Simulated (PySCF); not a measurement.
2,2-difluoro-4-methyl-1,3-dioxole (C₄H₄F₂O₂), SMILES CC1=COC(F)(F)O1. Atoms are numbered in the order given.

```xyz
12

C     -0.5471    -2.6638     0.0000
C      0.0275    -1.3002     0.0000
C      1.2806    -0.8051     0.0000
O      1.2394     0.5844     0.0000
C     -0.1030     0.9352     0.0000
F     -0.3946     1.6929     1.0828
F     -0.3946     1.6929    -1.0828
O     -0.8652    -0.2244     0.0000
H      0.2620    -3.4173     0.0000
H     -1.1839    -2.8283     0.8944
H     -1.1839    -2.8283    -0.8944
H      2.2671    -1.2749     0.0000
```

Geometry optimised at PBE-D3(BJ)/def2-SVP. The values are those of a single conformer.

All values below come from PBE-D3(BJ)/def2-SVP in PySCF.

Harmonic, unscaled wavenumbers; measured fundamentals usually lie a few per cent lower.

```tsv
mode	ν (cm⁻¹)	IR (km/mol)	moving atoms (share of kinetic energy)
1	82	0.6	F 39 %, O 35 %, C 17 %, H 9 %
2	172	0.3	H 87 %
3	236	0.5	C 51 %, H 28 %, F 15 %
4	279	0.5	C 44 %, H 29 %, F 15 %, O 13 %
5	367	1.3	F 43 %, O 37 %, C 15 %
6	428	12.1	F 66 %, C 21 %, O 11 %
7	545	0.1	O 35 %, C 28 %, F 26 %, H 10 %
8	550	3.3	C 54 %, O 26 %, H 17 %
9	589	0.5	F 59 %, O 32 %
10	646	5.9	C 42 %, F 31 %, O 18 %, H 9 %
11	704	26.0	H 76 %, C 22 %
12	717	11.5	F 40 %, O 33 %, C 24 %
13	861	4.2	O 68 %, F 14 %, H 12 %
14	941	6.2	O 61 %, C 31 %
15	972	0.4	H 57 %, C 35 %
16	1012	1.3	H 66 %, C 34 %
17	1032	41.3	C 59 %, O 24 %, H 16 %
18	1126	53.9	H 42 %, C 31 %, O 25 %
19	1175	317.3	C 79 %, F 18 %
20	1237	730.4	C 81 %, O 11 %
21	1244	37.8	C 54 %, H 30 %, O 15 %
22	1286	77.0	C 57 %, H 32 %, O 11 %
23	1362	42.0	H 58 %, C 40 %
24	1385	10.0	H 97 %
25	1411	1.2	H 92 %
26	1722	16.5	C 94 %
27	2971	16.4	H 97 %
28	3043	4.6	H 91 %, C 9 %
29	3096	3.4	H 91 %, C 9 %
30	3238	6.5	H 91 %, C 9 %
```
